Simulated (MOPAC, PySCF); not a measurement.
C$_{3}$H$_{6}$OS, SMILES `CC(SC)=O` (C–S–C–O torsion 0°), neutral singlet in the gas phase. 

Cartesian coordinates (Å):
SMILES: CSC(C)=O
```xyz
11

C      2.1339     0.2513    -0.2908
S      0.5251     0.9815     0.1036
C     -0.5739    -0.3464    -0.3692
C     -2.0273    -0.0092    -0.1443
O     -0.2017    -1.3995    -0.8201
H      1.9475    -0.7432    -0.6953
H      2.6415     0.8687    -1.0286
H      2.7342     0.1826     0.6138
H     -2.5525    -0.0849    -1.0975
H     -2.1653     0.9880     0.2705
H     -2.4545    -0.7498     0.5336
```
Charge 0, multiplicity 1.

All levels are single points at this geometry (B3LYP-D3(BJ)/def2-TZVP); Pople sets use spherical d functions. Orbital energies aren't observables, and empty levels follow the basis.

PBE-D3(BJ)/def2-TZVP in PySCF gives dipole (D) = 1.20.

Problem. Estimate the dipole (D) from each of these levels: TPSSh-D3(BJ)/def2-TZVP in PySCF; B3LYP/6-31G* in PySCF; B3LYP/LANL2DZ in PySCF; BP86/6-31G* in PySCF; SVWN5/6-31G* in PySCF; HF/6-31G* in PySCF; AM1 in MOPAC; PM7 in MOPAC.

Solution. 
| level | dipole (D) |
|---|---|
| TPSSh-D3(BJ)/def2-TZVP in PySCF | 1.22 |
| B3LYP/6-31G* in PySCF | 1.01 |
| B3LYP/LANL2DZ in PySCF | 1.16 |
| BP86/6-31G* in PySCF | 0.89 |
| SVWN5/6-31G* in PySCF | 0.91 |
| HF/6-31G* in PySCF | 1.34 |
| AM1 in MOPAC | 0.69 |
| PM7 in MOPAC | 1.18 |
